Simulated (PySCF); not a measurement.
**CdH2, singlet: molecular constants**

Method: PySCF, B3LYP, basis Cd def2-TZVP with ECP28, H def2-TZVP (scalar-relativistic core potentials, no spin–orbit coupling, density fitting).

The structure is a minimum.

```xyz
3
charge 0 multiplicity 1, angstrom
Cd    0.0000    0.0000    0.0000
H     0.0000    0.0000    1.6813
H     0.0000    0.0000   -1.6813
```

```
Point group                                                                   : D∞h
Bond lengths                                                                  : Cd–H 1.681 Å (×2)
Bond angles                                                                   : H–Cd–H 180.0°
Highest occupied level                                                        : -7.64 eV
Rotational symmetry number                                                    : 2
Zero-point energy                                                             : 29.1 kJ/mol
Rotational constants                                                          : 2.959 cm⁻¹
Enthalpy at 298.15 K above 0 K                                                : 9.42 kJ/mol
Dipole moment                                                                 : 0.00 D
Heat capacity Cp at 298.15 K                                                  : 37.3 J/(mol K)
Entropy at 298.15 K and 1 bar                                                 : 209.3 J/(mol K)
Principal quadrupole moments (Buckingham, traceless) about the centre of mass : -7.22, 3.61, 3.61 D Å
Principal polarisabilities                                                    : 25.4, 25.4, 42.3 bohr³
Atomisation energy without zero-point energy                                  : 376 kJ/mol
Lowest empty level                                                            : -1.00 eV
```

Harmonic modes (masses in u: Cd 113.903, H 1.008):
| symmetry | ω (cm⁻¹) | IR (km/mol, summed over degenerate members) |
| --- | --- | --- |
| πu | 639 | 259 |
| σu+ | 1789 | 413 |
| σg+ | 1805 | 0.0 |

In D∞h the vibrations span πu + σu+ + σg+. The σg+ mode carries no infrared intensity, as symmetry demands. With a centre of inversion only u modes can be infrared active and only g modes Raman active.

Charges (e):
```tsv
atom	Mulliken	Löwdin	polar tensor	Mayer order to Cd1
Cd1	0.31	0.35	0.65	–
H2,3	-0.16	-0.17	-0.32	0.91
```

Mulliken populations on Cd1 (electrons outside its core potential): s 3.21, p 6.55, d 9.93, f 0.00.

Outer orbital energies (eV). occupied: -15.11, -14.42, -14.42, -14.33, -14.33, -9.12, -7.64; empty: -1.00, -1.00, 0.34, 2.78.

Counting electrons, cadmium keeps none of its valence electrons outside its bonds, so the VSEPR class is AX2 and the expected shape is linear (D∞h), as computed.

The final relaxation and frequency run took 5.4 s on 2 threads of a shared Arm Neoverse V2 host, with 52 basis functions and 8 gradients; the process peaked at 0.57 GiB. Launch command: `OMP_NUM_THREADS=2 python axn.py task.json out`.
